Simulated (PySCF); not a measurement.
**A small calculation by hand: oscillator strength and radiative lifetime**

In(OH)2(SH) (H3InO2S), SMILES [OH][In]([OH])[SH].

Coordinates come from a B3LYP-D3(BJ)/def2-SVP optimisation. The def2 effective core potentials stand for the cores of In; spin–orbit coupling is left out. The values are those of a single conformer.

TDA-M06-2X/def2-SVPD run with PySCF puts the first singlet state with f over 0.02 at 5.83 eV (vertical), with the transition dipole (0.021, -0.380, 0.000) in atomic units.

### Question
Find the oscillator strength, the wavelength and the radiative lifetime that this transition would have in vacuum if emission retraced absorption.

### Answer

|μ|² = 0.1448 au, so |μ| = 0.97 D. ΔE = 5.83/27.211 = 0.2142 hartree. f = (2/3) ΔE |μ|² = 0.021 (the program prints 0.021).
λ = 1239.84/5.83 = 213 nm; ν = 47022 cm⁻¹.
Einstein's coefficient A = 0.6670 ν² f s⁻¹ (ν in cm⁻¹) = 3.1e7 s⁻¹, so τ = 1/A = 33 ns. This state is S3; the lower singlets have f = 0.014, 0.000. The figure is the radiative limit of this one transition; relaxation, internal conversion, crossing to triplets and a medium change what is measured.
